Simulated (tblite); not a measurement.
C7H10O.
Bonds: C1–C2 (double), C2–C3, C2–C4, C4–C5 (double), C5–C6, C6–O7, O7–C8, C4–C8. Hydrogens: H9, H10 on C1; H11, H12, H13 on C3; H14 on C5; H15, H16 on C6; H17, H18 on C8.

The geometry is computed with GFN2-xTB (gas phase).

What internal coordinates does the optimisation give?

| bond | length (Å) |
| --- | --- |
| C1=C2 | 1.332 |
| C2–C3 | 1.501 |
| C2–C4 | 1.453 |
| C4=C5 | 1.334 |
| C5–C6 | 1.492 |
| C6–O7 | 1.419 |
| O7–C8 | 1.418 |
| C4–C8 | 1.508 |
| C1–H9 | 1.075 |
| C1–H10 | 1.077 |
| C3–H11, C3–H12, C3–H13 | 1.088 |
| C5–H14 | 1.073 |
| C6–H15, C6–H16 | 1.100 |
| C8–H17, C8–H18 | 1.099 |

Bonds in one row agree within 0.01 Å and their mean is given. A selection of angles:
| angle | degrees |
| --- | --- |
| C2–C1–H9 | 122.5 |
| C2–C1–H10 | 121.2 |
| H9–C1–H10 | 116.3 |
| C1–C2–C3 | 121.6 |
| C1–C2–C4 | 122.1 |
| C3–C2–C4 | 116.3 |
| C2–C3–H11 | 110.8 |
| C2–C3–H12 | 110.2 |
| H11–C3–H12 | 108.8 |
| H12–C3–H13 | 108.0 |
| C2–C4–C5 | 128.4 |
| C2–C4–C8 | 123.4 |
| C5–C4–C8 | 108.2 |
| C4–C5–C6 | 110.3 |
| C4–C5–H14 | 128.4 |
| C6–C5–H14 | 121.4 |
| C5–C6–O7 | 105.6 |
| C5–C6–H15 | 112.1 |
| O7–C6–H15 | 109.5 |
| H15–C6–H16 | 107.8 |
| C6–O7–C8 | 109.8 |
| O7–C8–H17 | 109.3 |
| C4–C8–O7 | 106.1 |
| C4–C8–H17 | 111.8 |
| H17–C8–H18 | 108.4 |

Dihedral angles: C1–C2–C4–C5 180° (antiperiplanar); C2–C4–C5–C6 180° (antiperiplanar); C4–C5–C6–O7 0° (synperiplanar); C5–C6–O7–C8 0° (synperiplanar); C6–O7–C8–C4 0° (synperiplanar); C2–C4–C8–O7 180° (antiperiplanar).

The 5-membered ring C4–C5–C6–O7–C8 has internal angles of 105.6° to 110.3°; it is planar, 0.00 Å rms from its mean plane, widest ring torsion 0°. The 8 heavy atoms lie in one plane (0.001 Å rms). Of the pairs four or more bonds apart, C8···H9 is among the closest relative to their van der Waals radii: 2.66 Å, 92 % of the sum of Bondi's values. The 6 C–C bonds span 1.332 Å (C1=C2, drawn double) to 1.508 Å (C4–C8, drawn single), a spread of 0.176 Å.

Point group: Cs (tolerance 0.08 Å). Its GFN2-xTB frequencies are all real (lowest 52 cm⁻¹). One conformer, not necessarily the lowest.
